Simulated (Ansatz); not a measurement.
[Eu(H2O)6]3+ (EuO6H12³⁺). Charge 3, multiplicity 7. Geometry r2SCAN-D4/def2-SVP.

Cartesian coordinates in Å:
```
Eu -0.002 -0.004 -0.001
O 0.761 1.108 1.967
H 1.639 1.515 2.119
H 0.297 1.224 2.821
O -0.761 -1.113 -1.971
H -0.295 -1.228 -2.824
H -1.641 -1.513 -2.128
O 0.954 -2.032 0.813
H 1.449 -2.182 1.643
H 0.983 -2.900 0.361
O -0.953 2.026 -0.816
H -0.984 2.894 -0.363
H -1.445 2.178 -1.648
O 2.055 0.490 -1.104
H 2.250 1.254 -1.685
H 2.877 -0.040 -1.129
O -2.056 -0.483 1.113
H -2.875 0.052 1.139
H -2.255 -1.246 1.694
```

In the def2 sets Eu takes a core potential; there is no spin–orbit coupling. With an open 4f shell the SCF may have ended on a state above the lowest. At PBE-D4/def2-SVP, PBE-D4/def2-TZVP the charge 3 septet is spin-contaminated (final ⟨S²⟩ up to 12.17, 12.00 for a pure state). No other spin state of charge 3 was run.

Q: Estimate the α-spin orbital energies around the gap (eV) in Ansatz with PBE-D4/def2-SVP, PBE-D4/def2-TZVP, r2SCANh-D4/def2-TZVP, PBE0-D4/def2-SVP, PBE0-D4/def2-TZVP.

A: 
```
orbital  PBE-D4/def2-SVP  PBE-D4/def2-TZVP  r2SCANh-D4/def2-TZVP  PBE0-D4/def2-SVP  PBE0-D4/def2-TZVP
HOMO−13           -23.20            -23.37                -24.93            -25.96             -26.09
HOMO−12           -23.19            -23.36                -24.74            -25.96             -26.09
HOMO−11           -21.04            -21.24                -24.44            -25.95             -25.88
HOMO−10           -20.93            -21.14                -24.12            -25.95             -25.88
 HOMO−9           -20.93            -21.13                -24.12            -25.85             -25.76
 HOMO−8           -20.73            -20.93                -23.52            -25.16             -25.25
 HOMO−7           -20.69            -20.92                -23.35            -24.82             -24.87
 HOMO−6           -20.68            -20.89                -23.35            -24.82             -24.87
 HOMO−5           -20.68            -20.89                -22.07            -22.69             -22.82
 HOMO−4           -20.67            -20.87                -22.04            -22.66             -22.80
 HOMO−3           -20.66            -20.87                -22.04            -22.66             -22.79
 HOMO−2           -20.53            -20.73                -21.97            -22.58             -22.70
 HOMO−1           -20.24            -20.45                -21.88            -22.52             -22.65
   HOMO           -20.24            -20.45                -21.88            -22.52             -22.65
   LUMO           -20.00            -20.18                -19.52            -18.60             -18.48
 LUMO+1           -12.90            -13.66                -13.72            -12.60             -13.27
 LUMO+2           -12.90            -13.66                -13.72            -12.60             -13.27
 LUMO+3           -12.84            -13.60                -13.60            -12.52             -13.19
 LUMO+4           -12.72            -12.93                -12.11            -11.95             -12.13
 LUMO+5           -11.40            -11.65                -11.19            -10.57             -10.97
 β HOMO           -20.69            -20.89                -21.98            -22.59             -22.72
 β LUMO           -16.17            -16.39                -14.95            -14.55             -14.46
```
